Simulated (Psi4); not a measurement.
Br₅Ta, triplet, geometry from GFN2-xTB (such geometries of metal compounds can be far from the true shape) (the multiplicity is a formal guess) (core potentials on Ta); Psi4 1.11 with R2SCAN/def2-SVP.

The Psi4 input:
```
memory 2 GB

molecule mol {
0 3
  Ta    0.000000   -0.000000   -0.000000
  Br    1.881530   -0.559691    1.744052
  Br   -1.881530    0.559691   -1.744052
  Br    0.405861    2.422692    0.339622
  Br    1.253293   -1.234048   -1.748109
  Br   -1.659154   -1.188644    1.408487
}

set basis def2-svp
set reference uks

energy('r2scan')
print_variables()
```

Output, abridged:

```
   => Loading Basis Set <=

    Name: DEF2-SVP
    Role: ORBITAL
    Keyword: BASIS

    !!!  WARNING: ECP capability is in beta. Please check occupations closely.  !!!

         ---------------------------------------------------------
                                   SCF
               by Justin Turney, Rob Parrish, Andy Simmonett
                          and Daniel G. A. Smith
                              UKS Reference
         ---------------------------------------------------------

  ==> Geometry <==

    Molecular point group: c1
    Full point group: C1

    Geometry (in Angstrom), charge = 0, multiplicity = 3:

       Center              X                  Y                   Z               Mass
    ------------   -----------------  -----------------  -----------------  -----------------
         TA           0.000000000000     0.000000000000    -0.000000000000   180.947995800000
         BR           1.881530000000    -0.559691000000     1.744052000000    78.918337600000
         BR          -1.881530000000     0.559691000000    -1.744052000000    78.918337600000
         BR           0.405861000000     2.422692000000     0.339622000000    78.918337600000
         BR           1.253293000000    -1.234048000000    -1.748109000000    78.918337600000
         BR          -1.659154000000    -1.188644000000     1.408487000000    78.918337600000

  Running in c1 symmetry.

  Rotational constants: A =      0.01158  B =      0.00928  C =      0.00928 [cm^-1]
  Rotational constants: A =    347.11871  B =    278.25156  C =    278.25154 [MHz]
  Nuclear repulsion = 2127.768013534380771

  Charge       = 0
  Multiplicity = 3
  Electrons    = 188
  Nalpha       = 95
  Nbeta        = 93

  ==> Algorithm <==

  SCF Algorithm Type is DF.
  DIIS enabled.
  MOM disabled.
  Fractional occupation disabled.
  Guess Type is SAD.
  Energy threshold   = 1.00e-06
  Density threshold  = 1.00e-06
  Integral threshold = 1.00e-12

  ==> Primary Basis <==

  Basis Set: DEF2-SVP
    Blend: DEF2-SVP
    Number of shells: 72
    Number of basis functions: 192
    Number of Cartesian functions: 212
    Spherical Harmonics?: true
    Max angular momentum: 3

  Core potential: DEF2-SVP
    Number of shells: 4
    Number of ECP primitives: 10
    Number of ECP core electrons: 60
    Max angular momentum: 3

  ==> DFT Potential <==

   => LibXC <=

    Version 7.1.2
[...]
      Ntotal   =  188.0000161671 ; deviation = 1.617e-05

   @Spin Contamination Metric:   6.703835810E-03
   @S^2 Expected:                2.000000000E+00
   @S^2 Observed:                2.006703836E+00
   @S   Expected:                1.000000000E+00
   @S   Observed:                1.000000000E+00

    Orbital Energies [Eh]
    ---------------------

    Alpha Occupied:

[...]
    Alpha Virtual:

[...]
     192A    643.197525

    Beta Occupied:

[...]
    Beta Virtual:

[...]
    Final Occupation by Irrep:
              A
    DOCC [    93 ]
    SOCC [     2 ]
    NA   [    95 ]
    NB   [    93 ]

  @DF-UKS Final Energy: -12926.45090539882949

   => Energetics <=

    Nuclear Repulsion Energy =           2127.7680135343807706
    One-Electron Energy =              -22254.9780430110986345
    Two-Electron Energy =                7664.2327885468239401
    DFT Exchange-Correlation Energy =    -463.4736644689353398
    Empirical Dispersion Energy =           0.0000000000000000
    VV10 Nonlocal Energy =                  0.0000000000000000
    Total Energy =                     -12926.4509053988294909

  UHF NO Occupations:
  HONO-2 :   93  A 1.9987285
  HONO-1 :   94  A 1.0000000
  HONO-0 :   95  A 1.0000000
  LUNO+0 :   96  A 0.0012715
  LUNO+1 :   97  A 0.0005459
  LUNO+2 :   98  A 0.0003788
  LUNO+3 :   99  A 0.0003550

Computation Completed

Properties will be evaluated at   0.000000,   0.000000,   0.000000 [a0]

Properties computed using the SCF density matrix

 Multipole Moments:

 ------------------------------------------------------------------------------------
     Multipole            Electronic (a.u.)      Nuclear  (a.u.)        Total (a.u.)
 ------------------------------------------------------------------------------------

 L = 1.  Multiply by 2.5417464519 to convert [e a0] to [Debye]
 Dipole X            :         -0.0945524            0.0000000           -0.0945524
 Dipole Y            :         -0.0119375            0.0000000           -0.0119375
 Dipole Z            :          0.0992757            0.0000000            0.0992757
 Magnitude           :                                                    0.1376166

 ------------------------------------------------------------------------------------

  Variable Map:
  ----------------------------------------------------------------------------
[...]
  Array Variable Map:
  ----------------------------------------------------------------------------
[...]
[...]
```
